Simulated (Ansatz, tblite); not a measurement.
Isomers of Al₂P₂⁺ (doublet), found by a short tight-binding search and relaxed with B3LYP-D4/def2-TZVP in Ansatz.

The xTB rows come from tblite. Correlated methods freeze 20 core orbitals. In CCSD on the charge 1 doublet the largest single amplitude is 0.21, so its Hartree–Fock determinant may place the open shell otherwise than the density functionals do.

Run but left out: HF/def2-TZVPP, MP2/def2-TZVPP (A: ⟨S²⟩ 1.19, where a pure state has 0.75).

A: At CCSD(T)/def2-TZVPP T1 of the charge 1 doublet is large (up to 0.062), so the single-reference result is doubtful. At CCSD(T)/def2-TZVPP the charge 1 doublet is spin-contaminated (final ⟨S²⟩ up to 1.19, 0.75 for a pure state). B: At B2PLYP/def2-TZVP, CCSD(T)/def2-TZVPP the charge 1 doublet is spin-contaminated (final ⟨S²⟩ up to 0.97, 0.75 for a pure state).

Other spin states were run for one of them alone.

A:

```xyz
4

Al   -0.294   -1.078   -1.894
Al    0.294    1.078    1.894
P    -0.955    0.454   -0.110
P     0.955   -0.454    0.110
```

B:

Cartesian coordinates in Å:
```
Al 1.162 -0.224 0.290
Al -1.162 0.223 -0.291
P 0.490 1.806 -0.570
P -0.491 -1.805 0.571
```

Q: Estimate which lies lowest at each level, and how far above it the others are (kJ/mol).

A: 
```tsv
level	A	B
GFN1-xTB	0.0	158.8
GFN2-xTB	0.0	70.5
PBE-D4/def2-TZVP	0.0	106.1
r2SCAN-D4/def2-TZVP	0.0	86.8
PBE0-D4/def2-TZVP	0.0	102.5
r2SCAN0-D4/def2-TZVP	0.0	89.8
B2PLYP/def2-TZVP	0.0	112.6
CCSD/def2-TZVPP	0.0	94.8
CCSD(T)/def2-TZVPP	0.0	98.5
```
Point groups (tolerance 0.1 Å): A D2h, B D2h. Lower isomers may exist.
